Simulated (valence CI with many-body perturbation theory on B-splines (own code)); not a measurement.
**Er54+: key properties**

Level of theory: valence CI with perturbative core correlation (CI+MBPT): four valence electrons over a frozen Dirac-Fock core [Ne], a basis of 11 s, 11 p, 9 d, 7 f, 5 g, 2 h, 1 i functions for each j, with the one-electron correlation potential Σ1, the two-electron term Σ2, the three-electron term Σ3, Breit, model QED; selected CI, second order for the rest (own B-spline code, finite nucleus).

The last digits are not significant, and no measured levels were compared; by estimate large intervals hold to a few tenths of a per cent, small ones and those within an open d or f shell to about a per cent.

Levels are named by their leading jj configuration (3d3/2^4 stands for four electrons in 3d with j = 3/2), which in mixed levels can hold well under half, so a name can repeat and another be missing.

Rates and lifetimes use the calculated energies. Strong lines usually hold to 10 to 20 %, long lifetimes can be off by a factor of two.

Problem. What is the ground level?

Solution. (3s^2 3p1/2^2) J=0, composition 69 % 3s2 3p2 3P + 30 % 3s2 3p2 1S.

Problem. How well does LS coupling describe the low levels?

Solution. Among the lowest 20 levels the leading LS term, summed over configurations, holds 58 % on average. For single configurations the figures are 56 % in LS and 93 % in jj coupling. Terms mix most in the J = 2 level at 584.84 eV, where the leading one holds 29 %.

Problem. Name the longest-lived excited levels whose lifetime is computed, and their main decay.

Solution. (3s^2 3p1/2 3p3/2) J=2 at 238.51 eV lives 1.09 μs, mostly by E2 to (3s^2 3p1/2^2) J=0; (3s^2 3p1/2 3p3/2) J=1 at 230.02 eV lives 12.7 ns, mostly by M1 to (3s^2 3p1/2^2) J=0; (3s^2 3p3/2 3d5/2) J=4 at 724.21 eV lives 10.4 ns, mostly by M1 to (3s^2 3p1/2 3d5/2) J=3.

Problem. What are the static dipole polarisabilities of the lowest levels?

Solution. (3s^2 3p1/2^2) J=0 0.00366 bohr³, of which the core gives 6.58e-05.

Problem. What is the ionisation energy?

Solution. 5331.3 eV; NIST lists 5329 ± 5 eV (theoretical).

Problem. Where does the other parity begin?

Solution. At (3s 3p1/2^2 3p3/2) J=2, 377.06 eV.
